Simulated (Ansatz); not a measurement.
Reaction (ligand exchange at the Si–F bond): `F[SiH]1C=C1` + HCl → `Cl[SiH]1C=C1` + H–F

Computed with Ansatz on PBE0-D4/def2-TZVP structures; ΔE is electronic, products minus reactants. CCSD(T)/CBS adds triple-zeta CCSD(T) − MP2 to the extrapolated MP2 energy (def2 sets, frozen cores). This one scheme is used for every species. Functionals use def2-TZVPP.

```csv
species,r2SCAN energy (Eh)
`F[SiH]1C=C1`,-467.31413
HCl,-460.78587
`Cl[SiH]1C=C1`,-827.63812
H–F,-100.44665
```

**Question.** Work out ΔE.

**Answer.** ΔE = (-827.63812) + (-100.44665) − (-467.31413) − (-460.78587) = 0.01523 Eh = +40.0 kJ/mol. CCSD(T)/CBS gives +35.9 kJ/mol.

Largest T1 diagnostic among the species: 0.012.

At CCSD(T), def2-SVP lies +3.4 kJ/mol from the extrapolated value and def2-TZVPP +3.9 kJ/mol. The D4 term adds −5.3 kJ/mol with B3LYP and −2.9 kJ/mol with PBE0; it sums over pairs of atoms, weighted by their polarisabilities, and B3LYP, whose exchange is more repulsive, gets the larger term. Leaving LDA and LC-ωPBE aside and taking each functional with its dispersion term where it has one, the values, not all of them listed here, spread over 19.2 kJ/mol, from revPBE-D4 to CAM-B3LYP-D4.

B3LYP here is the variant with VWN-RPA as its local correlation; programs differ in this.
